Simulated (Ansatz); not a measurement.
# Worked example: C2HF5O + SbHF → C2HF4O + SbHF2

Species: C2HF5O ((difluoromethoxy)(trifluoro)methane) `FC(F)OC(F)(F)F`, singlet; SbHF `[F][SbH]`, doublet; C2HF4O `F[C](F)OC(F)F`, doublet; SbHF2 `[F][SbH][F]`, singlet. A radical takes F: the energy is the difference in strength between the C–F bond broken and the Sb–F bond made.

Shapes, held fixed at every level: PBE0-D4/def2-TZVP. Flexible molecules stand in one conformer, not always the lowest. Programs: Ansatz 0.2.0. Electronic energies: no zero-point or thermal term.

At CCSD(T)/def2-TZVPP; 1 Eh = 2625.50 kJ/mol:

| species | energy (Eh) |
| --- | --- |
| C2HF5O | -650.526221 |
| SbHF | -339.928960 |
| C2HF4O | -550.697025 |
| SbHF2 | -439.722739 |

**Question.** Work out ΔE of the reaction at this level.

**Answer.** 
1. Products less reactants: (-550.697025) + (-439.722739) − [(-650.526221) + (-339.928960)] = 0.035417 Eh = +93.0 kJ/mol.

Other levels give +69.1 (B3LYP-D4/def2-TZVPP) to +95.6 kJ/mol (wB97M-V/def2-TZVPP). No measured value is set beside it here. Open shells run unrestricted unless RO is named. For atoms past krypton def2 sets carry core potentials with scalar relativity. Correlated rows may include outer-core shells of Sb, which these sets cover unevenly.
